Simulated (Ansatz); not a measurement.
Born–Oppenheimer molecular dynamics of CH5B2F2N (11 atoms, charge 0, multiplicity 1). It starts from a relaxed structure.

The calculation used RKS PBE0-D4/STO-3G (Ansatz).

- ensemble: NVT, Langevin thermostat
- time step: 1 fs
- steps asked: 250
- set temperature: 500 K
- friction: 0.001 /fs
- seed: 804673

First frame:

```xyz
11
Properties=species:S:1:pos:R:3
C -1.569 -0.154 -0.920
N -0.413 0.312 -0.128
B 0.708 -0.462 0.248
F 0.740 -1.736 -0.136
B 1.933 0.277 1.159
F 1.819 1.538 1.524
H -2.516 -0.050 -0.359
H -1.415 -1.218 -1.153
H -1.667 0.404 -1.868
H -0.478 1.310 0.150
H 2.923 -0.278 1.503
```

(1) How far do the bonds stretch over the last three quarters of this one trajectory? (Pairs bonded in most of those frames.)

Answers

(1) 
```json
{"bond": "C1–N2", "mean (Å)": "1.482", "spread (Å)": "0.028", "shortest": "1.43", "longest": "1.55"}
{"bond": "C1–H7", "mean (Å)": "1.109", "spread (Å)": "0.029", "shortest": "1.06", "longest": "1.16"}
{"bond": "C1–H8", "mean (Å)": "1.103", "spread (Å)": "0.028", "shortest": "1.05", "longest": "1.16"}
{"bond": "C1–H9", "mean (Å)": "1.107", "spread (Å)": "0.027", "shortest": "1.05", "longest": "1.15"}
{"bond": "N2–B3", "mean (Å)": "1.420", "spread (Å)": "0.032", "shortest": "1.35", "longest": "1.48"}
{"bond": "N2–H10", "mean (Å)": "1.040", "spread (Å)": "0.016", "shortest": "1.01", "longest": "1.07"}
{"bond": "B3–F4", "mean (Å)": "1.333", "spread (Å)": "0.017", "shortest": "1.30", "longest": "1.37"}
{"bond": "B3–B5", "mean (Å)": "1.703", "spread (Å)": "0.025", "shortest": "1.64", "longest": "1.75"}
{"bond": "B5–F6", "mean (Å)": "1.319", "spread (Å)": "0.013", "shortest": "1.29", "longest": "1.34"}
{"bond": "B5–H11", "mean (Å)": "1.194", "spread (Å)": "0.049", "shortest": "1.12", "longest": "1.27"}
```

Mean temperature of the second half: 331 K. The mean temperature of the second half is 34 % below the set value. A run of 0.25 ps of so small a system gives no equilibrium averages. Limits of this set-up: minimal basis.

Run time: 6.3 min on 1 CPU thread of a shared host.
